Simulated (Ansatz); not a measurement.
Geometry optimisation, UKS B3LYP/6-31G (Ansatz 0.2.0).

Input:

```yaml
crystal:
  periodic: [false, false, false]
  atoms:
    - { symbol: Si, position_ang: [-0.8288, -0.0032, -0.4445] }
    - { symbol: Cl, position_ang: [-0.4505, 2.4182, -0.8881] }
    - { symbol: H, position_ang: [-1.337, -0.6672, -1.6391] }
    - { symbol: H, position_ang: [-2.098, 0.4171, 0.2008] }
    - { symbol: Si, position_ang: [0.5872, -0.7626, 1.2235] }
    - { symbol: H, position_ang: [0.6811, 1.335, -1.6665] }
    - { symbol: F, position_ang: [0.7745, 0.142, -1.6415] }
    - { symbol: H, position_ang: [1.1689, 0.3135, 2.0318] }
    - { symbol: H, position_ang: [-0.191, -1.6245, 2.1194] }
    - { symbol: H, position_ang: [1.6936, -1.5684, 0.7042] }
magnetization:
  spin_polarized: true
basis:
  gaussian: { orbitals: "6-31G" }
hamiltonian:
  xc: b3lyp
relax:
  f_tol: 0.15
  max_steps: 25
  restrain:
    - { distance: [0, 6], at: 1.68, k: 30.0 }
    - { distance: [5, 1], at: 1.33, k: 30.0 }
    - { distance: [0, 1], at: 3.43, k: 30.0 }
    - { distance: [5, 6], at: 2.18, k: 30.0 }
```

Run as:

```bash
$ ansatz run input.yaml --threads 2 --pin off --max-ram 3072MiB --backend cpu --events-out ev --progress --plain --runs-dir out
```

Q: Where does it end, and by what steps?

A: The forces met the threshold. The restraints hold the end off the free minimum. Limits of this set-up: no polarisation functions. After 17 steps the energy has fallen by 1.479 eV (the restraints' own energy left out); H3 moved furthest, 1.16 Å. Parted: Si1–Cl2. Joined: Cl2–H6.

```tsv
step	energy less start (eV)	largest force component (eV/Å)	accepted
0	0.0000	2.522	yes
1	0.4393	1.993	yes
2	0.4951	1.653	yes
3	0.2857	1.654	yes
4	-0.4298	1.560	yes
5	-0.9383	1.218	yes
6	-1.2235	0.774	yes
7	-1.3519	0.714	yes
8	-1.4136	0.907	yes
9	-1.4338	0.809	no
10	-1.4396	0.673	yes
11	-1.4519	0.630	yes
12	-1.4663	0.591	yes
13	-1.4698	0.596	no
14	-1.4705	0.566	yes
15	-1.4771	0.555	yes
16	-1.4784	0.491	no
17	-1.4786	0.570	yes
```

```xyz
10
Properties=species:S:1:pos:R:3
Si -0.765 -0.419 -0.656
Cl 0.173 2.886 -0.467
H -1.340 -1.718 -1.151
H -1.887 0.537 -0.398
Si 0.577 -0.845 1.242
H 0.542 2.287 -1.594
F 0.163 0.177 -1.952
H 1.153 0.403 1.834
H -0.303 -1.517 2.260
H 1.685 -1.792 0.881
```

Time of the run: 17 s on 2 threads of AMD EPYC 9R45 96-Core Processor (Zen 5), with other jobs on the host, peak memory 0.22 GiB.
